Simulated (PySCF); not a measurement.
# `O=C(O)c1ccc(Br)cc1`, C₇H₅BrO₂

Geometry:
```
atom   x (Å)   y (Å)   z (Å)
  O1   2.592  -1.551  -0.041
  C2   2.110  -0.480  -0.314
  O3   2.850   0.563  -0.712
  C4   0.659  -0.172  -0.250
  C5  -0.211  -1.187   0.159
  C6  -1.578  -0.956   0.241
  C7  -2.072   0.307  -0.093
 Br8  -3.924   0.634   0.013
  C9  -1.218   1.331  -0.504
 C10   0.149   1.088  -0.581
 H11   3.770   0.258  -0.719
 H12   0.210  -2.162   0.413
 H13  -2.261  -1.744   0.560
 H14  -1.625   2.311  -0.760
 H15   0.829   1.878  -0.901
```

The calculation used quadratic response CAM-B3LYP/aug-cc-pVDZ first hyperpolarisability, Taylor convention, gas phase in PySCF 2.14.0. Geometry: PBE0-D3(BJ)/def2-SVP.

The calculation is non-relativistic, which matters for the atoms heavier than Zn.

Problem. Give the tensor of the second harmonic β(−2ω;ω,ω) at 1907 nm in the axes of these coordinates.

Solution. In au, Taylor convention; rows are the first index (the induced dipole):
```
       xx     yy     zz      xy     xz     yz
x  -644.0  +47.1  +44.3  +132.1  +40.1  -17.3
y  +131.8  -38.8  -12.6   +44.6  -16.7   -2.2
z   +40.1   -2.5   -1.4   -16.8  +43.3  -12.4
```
Norm of βᵢ = ⅓ Σⱼ (βᵢⱼⱼ + βⱼᵢⱼ + βⱼⱼᵢ): 562.0 au, hyper-Rayleigh value 265.3 au.
